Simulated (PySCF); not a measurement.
CAgO, SMILES O=[C+][Ag], charge +1, multiplicity 1. Coordinates come from a PBE-D3(BJ)/def2-TZVP optimisation. The multiplicity is an assumed one; other spin states were not compared. The def2 effective core potentials stand for the cores of Ag; spin–orbit coupling is left out.

Calculation: PBE-D3(BJ)/def2-TZVP (PySCF).

Harmonic wavenumbers (cm⁻¹): 230, 230, 294, 2217. Rotational constants (GHz): 2.924 (linear); symmetry number 1.

Q: Work out the zero-point energy and the ideal-gas rigid-rotor harmonic-oscillator thermochemistry at 298.15 K and 1 atm.

A: ZPE = ½ Σ hcν = ½ × 2972 cm⁻¹ = 17.78 kJ/mol. H − E(el) = 30.28 kJ/mol. Entropy in J/(mol K): translation 170.00, rotation 72.01, vibration 21.78, total 263.79. G − E(el) = -48.37 kJ/mol. Cp = 51.19 J/(mol K).
